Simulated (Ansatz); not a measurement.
Consider the ligand exchange at the Si–S bond: `N[SiH](O)S[SiH3]` + `OBN[SiH3]` → `OBN([SiH3])[SiH3]` + `N[SiH](O)S`.

Program: Ansatz. Geometries: PBE0-D4/def2-TZVP. ΔE: electronic, gas phase. CCSD(T)/CBS adds triple-zeta CCSD(T) − MP2 to the extrapolated MP2 energy (def2 sets, frozen cores). DFT in def2-TZVPP. B3LYP here is the variant with VWN-RPA as its local correlation; programs differ in this. Each species was taken in one conformer, which may not be the lowest.

```tsv
level	ΔE (eV)
B3LYP	0.18
MP2/def2-TZVPP	0.15
SCS-MP2/def2-TZVPP	0.12
MP2/def2-QZVPP	0.16
```

(1) What does CCSD(T)/CBS give? (Best estimate.)

Largest T1 diagnostic among the species: 0.012.

Results:

(1) The calculation gave: +0.16 eV. The listed levels differ from it by 0.02, -0.01, -0.04, 0.00 eV.
